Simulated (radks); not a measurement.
Problem. The mean radii <r> (bohr) of the occupied orbitals of an atom or ion are listed with their occupations. Method: non-relativistic Kohn-Sham, TASK exchange with Perdew-Wang LDA correlation, spin-polarised, spherical densities, point nucleus; meta-GGA in the generalised Kohn-Sham scheme; computed with a radial shooting solver on a logarithmic mesh with Libxc functionals.

orbital  occ.      <r>
1s down     1  0.05925
1s up       1  0.05925
2s up       1   0.2706
2s down     1   0.2696
2p up       3   0.2373
2p down     3   0.2362
3s up       1   0.8042
3s down     1   0.8111
3p up       3   0.8308
3p down     3   0.8400
3d up       4   0.9036
4d up       2    3.610

Name the element and its charge. Open shells, if any, are filled with parallel spins first.

Solution. Z = 26, iron, charge +2: Fe2+ in [Ar] 3d4 4d2. The 1s radius gives Z: for a bare nucleus <r> = 1.5/Z, 0.05769 bohr for Z = 26, and screening makes it slightly larger (0.05925 here). The occupations add up to 24, and the charge is Z minus that.
